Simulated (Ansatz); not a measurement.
Job for Ansatz (a program for electronic structure): R-B3LYP/def2-TZVPP on C3H6O (SMILES C=COC), a point of a torsion scan.

Ansatz 0.2 input:
```yaml
crystal:
  periodic: [false, false, false]
  atoms:
    - {symbol: C, position_ang: [1.80066027, 0.12857293, 0.05931207]}
    - {symbol: C, position_ang: [0.67326627, -0.56270246, 0.00568542]}
    - {symbol: O, position_ang: [-0.53876710, -0.15905666, -0.44603400]}
    - {symbol: C, position_ang: [-0.56804745, 0.96393599, -1.29632393]}
    - {symbol: H, position_ang: [1.90035567, 1.12444210, -0.33365269]}
    - {symbol: H, position_ang: [2.68550666, -0.31650321, 0.47286761]}
    - {symbol: H, position_ang: [0.59171233, -1.55650532, 0.42642938]}
    - {symbol: H, position_ang: [-1.58064231, 1.01868079, -1.69227713]}
    - {symbol: H, position_ang: [0.14549666, 0.85259300, -2.11816759]}
    - {symbol: H, position_ang: [-0.34416467, 1.88622560, -0.74987343]}
basis:
  gaussian:
    orbitals: def2-TZVPP
hamiltonian:
  xc: {name: B3LYP}
scf: {lower_state_search: off}
```

It printed:

```
WARN ansatz: RAYON_NUM_THREADS=2 ignored (pool sized by the plan → 2); use --threads N
Functional definition: B3LYP
these checks for a lower state are left out or cut short: stability, starts, cluster_reference, orbital_swaps, neighbouring_geometries, increment
integrals: 0.09 GiB planned
1045 factors; their error is unknown
mean field: 0.98 GiB planned
mean field evaluation 1: about -5249.1759 eV, gradient 6.0e1 eV
mean field evaluation 2: about -5246.5500 eV, gradient 6.7e1 eV
mean field evaluation 4: about -5257.1945 eV, gradient 4.2e0 eV
mean field evaluation 8: about -5257.2200 eV, gradient 5.6e-1 eV
mean field evaluation 16: about -5257.2204 eV, gradient 4.0e-6 eV
mean field -5257.22041546 eV, -193.1992867961 hartree, gradient 1.7e-6 eV, S^2 0.000000; 0 other end points of the search recorded, 0 dependent functions left out
reference -5257.22066383 eV, -193.1992959238 hartree; 16, 16 occupied and 192, 192 virtual orbitals, 1045 factors
Total energy: -5257.22066383 eV, -193.1992959238 hartree
Checks for a lower state left out: stability, starts, cluster_reference, orbital_swaps, neighbouring_geometries, increment
```

The calculation finished and met its thresholds.

Cost: around 3 core-seconds (rough).
